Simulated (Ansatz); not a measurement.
`[F][Hf]([F])([Cl])[Br]` + NH₃ → `[NH2][Hf]([F])([F])[Cl]` + HBr at 298.15 K and 1 bar (ligand exchange at the Hf–Br bond).

Isolated molecules relaxed with PBE0-D4/def2-TZVP in Ansatz; ΔE leaves out vibrations. CCSD(T)/CBS adds triple-zeta CCSD(T) − MP2 to the extrapolated MP2 energy (def2 sets, frozen cores). This one scheme is used for every species. def2 core potentials past Kr. For Br, Hf outer-core shells are correlated without core-valence functions, which leaves a few kJ/mol of doubt a bond. Scalar relativity is left out up to krypton. One conformer a species, not always the lowest.

```tsv
species	CCSD(T)/CBS energy (Eh)	H − E (kJ/mol)	S (J/(mol·K))
`[F][Hf]([F])([Cl])[Br]`	-3280.90483	37.3	384.2
NH₃	-56.50880	100.5	192.4
`[NH2][Hf]([F])([F])[Cl]`	-763.45993	100.9	379.9
HBr	-2573.91920	24.6	198.6
```

H − E and S are ideal-gas, rigid-rotor, harmonic terms from PBE0-D4/def2-TZVP, for one conformer and one mirror image of each species. 1 Eh = 2625.50 kJ/mol, R = 8.31446 J/(mol·K).

Q: By hand: ΔE, ΔH, ΔS and ΔG.

A: ΔE = (-763.45993) + (-2573.91920) − (-3280.90483) − (-56.50880) = 0.03450 Eh = 90.6 kJ/mol. Δ(H − E) = 100.9 + 24.6 − 37.3 − 100.5 = -12.3, so ΔH = 78.3 kJ/mol. ΔS = 379.9 + 198.6 − 384.2 − 192.4 = 1.9 J/(mol·K). ΔG = 78.3 − 298.15 × (1.9)/1000 = 77.7 kJ/mol.

Q: By hand: the equilibrium constant, and the temperature at which ΔG would vanish if ΔH and ΔS stayed fixed.

A: log₁₀ K = −ΔG/(RT ln 10) = -13.6. ΔG = 0 at ΔH/ΔS = 41211 K, far beyond where these terms or the molecules hold.

The number of gas molecules stays the same, so ΔS is small and ΔH decides. A doubt of 5 kJ/mol in ΔE shifts log₁₀ K by 0.9 here. Other conformers and mirror images would add mixing entropy, several J/(mol·K) or more a flexible species. These are equilibria of isolated gas molecules and say nothing of rates. Largest T1 diagnostic: 0.015 (customary marks: 0.02 for closed shells, 0.045 for open ones).
